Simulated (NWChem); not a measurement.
# BeHOBr; SMILES [OH][Be][Br]

```xyz
4

Be     0.0014     1.1598     0.0000
Br     0.0050    -0.8114     0.0000
O      0.0554     2.5658     0.0000
H     -0.6232     3.2323     0.0000
```
Atoms are numbered in this order, from 1.

Results from NWChem. Medium grid unless said otherwise, to which SCAN and Minnesota functionals are sensitive. Geometry: optimised at PBE0-D3(BJ)/def2-TZVP. Total energies of different functionals are on different scales.

```tsv
level	energy (Ha)	highest occupied level (eV)	orbital gap (eV)	dipole (D)
B3LYP/def2-TZVP	-2664.9312	-8.31	7.50	1.97
PBE/def2-TZVP	-2664.3909	-7.27	6.08	1.92
TPSSh/def2-TZVP	-2664.8067	-7.89	7.13	1.98
TPSS/def2-TZVP	-2664.8098	-7.37	6.36	1.97
BLYP/def2-TZVP	-2664.9026	-7.08	5.88	1.94
M05-2X/def2-TZVP	-2664.8382	…	…	…
BHandHLYP/def2-TZVP	-2664.8479	-9.72	9.66	2.01
```

Q: Complete the blanks.

A: 
- M05-2X/def2-TZVP, highest occupied level (eV): -10.03
- M05-2X/def2-TZVP, orbital gap (eV): 10.31
- M05-2X/def2-TZVP, dipole (D): 2.06
